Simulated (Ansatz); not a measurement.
# Pulling the pair apart

The pair of N₂ (SMILES N#N, atoms 1–2) and SbH₃ (SMILES [SbH3], atoms 3–6), both closed shells, in one local arrangement (a lower one may exist), relaxed at PBE0-D4/def2-TZVP:

N1  (0.492, 0.920, -2.130)
N2  (1.169, 0.985, -2.981)
Sb3  (-1.023, -0.154, 1.063)
H4  (-0.849, -0.993, 2.542)
H5  (0.461, 0.656, 1.298)
H6  (-0.251, -1.414, 0.208)
(Å)

SbH₃ is shifted rigidly along the line between the mean atom positions of the two fragments (negative: closer). Counterpoise interaction energies in kcal/mol. Ansatz 0.2.0; basis: def2-TZVPPD; cores frozen in the correlated methods. Filled d shells of the heavier atoms are correlated. Core potentials replace the inner electrons of the atoms past krypton. The def2 sets are not built for correlating such inner shells, so the correlated values are less sure here.

```
shift (Å)  PBE0-D4    MP2  r2SCAN-D4
    -0.37    -0.35  -0.44      -0.05
    -0.18    -0.67  -0.76      -0.41
     0.00    -0.76  -0.84      -0.53
     0.18    -0.73  -0.79      -0.53
     0.44    -0.60  -0.65      -0.45
     0.92    -0.34  -0.40      -0.28
     1.85    -0.05  -0.15      -0.09
     3.69     0.07  -0.03       0.00
```

At the largest shift the D4 term itself is slightly repulsive (PBE0-D4 +3.4 meV, r2SCAN-D4 +0.4 meV): a quirk of that model, not of the functional.

(1) What does CCSD(T) give at these shifts? (An estimate is asked for; the value comes from the calculation.)

No T1 diagnostic of these runs exceeds 0.014.

## Answers

(1) Computed: -0.06, -0.48, -0.62, -0.63, -0.54, -0.34, -0.12, -0.02 kcal/mol. For zero shift, CCSD(T) at an estimated basis limit (MP2 extrapolated from triple and quadruple zeta, plus CCSD(T) − MP2 in triple zeta) gives -0.73 kcal/mol. These are counterpoise interaction energies, counted from the two frozen fragments.

For scale, one of the runs: CCSD(T)/def2-TZVPPD, 181 basis functions, launched by `ansatz run in.yaml --threads 2 --pin off --events-out ev --progress --plain --max-ram 5222MiB`. The run took 77 s on 2 CPU threads of an Arm Neoverse V1 (shared host), with 2 GiB of host memory at its peak.
